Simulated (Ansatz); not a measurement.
Gas-phase electronic energies from Ansatz, PBE0-D4/def2-TZVP geometries. CCSD(T)/CBS adds triple-zeta CCSD(T) − MP2 to the extrapolated MP2 energy (def2 sets, frozen cores). This one scheme is used for every species, atoms too. Functionals use def2-TZVPP. B3LYP here is the variant with VWN-RPA as its local correlation; programs differ in this. No spin–orbit coupling; open shells (•) take unrestricted orbitals. Spin–orbit coupling would lower the free atoms: a little for C, O, Si.

Reaction (atomization): `C1OC[SiH2]1` → 2 C• + 6 H• + O• + Si•

| level | ΔE (kJ/mol) |
| --- | --- |
| revPBE-D4 | 3590.9 |
| B97M-V | 3613.0 |
| ωB97M-V | 3622.0 |
| PBE-QIDH | 3584.2 |
| B3LYP | 3575.1 |
| MP2/def2-SVP | 3426.9 |
| SCS-MP2/def2-TZVPP | 3553.4 |
| HF/CBS(def2) | 2603.6 |

Question: What does CCSD(T)/CBS give? (Estimate.)

Answer: The calculation gave: +3609.1 kJ/mol. The listed levels differ from it by -18.2, 3.9, 12.9, -24.9, -34.0, -182.2, -55.7, -1005.5 kJ/mol.

Largest T1 diagnostic among the species: 0.012.

From r2SCAN to r2SCAN0 (25 % exact exchange), in def2-TZVPP and without D4, ΔE moves by −55.0 kJ/mol: exact exchange takes away binding that semilocal exchange gives to molecules. The D4 term adds +28.7 kJ/mol with B3LYP and +14.8 kJ/mol with PBE0; it sums over pairs of atoms, weighted by their polarisabilities, and B3LYP, whose exchange is more repulsive, gets the larger term.

For atomizations the MP2-based limit and the directly extrapolated one differ by several kJ/mol either way, and by 10 to 25 for some Ge, Se and Sn compounds, so smaller differences from it don't rank the levels.
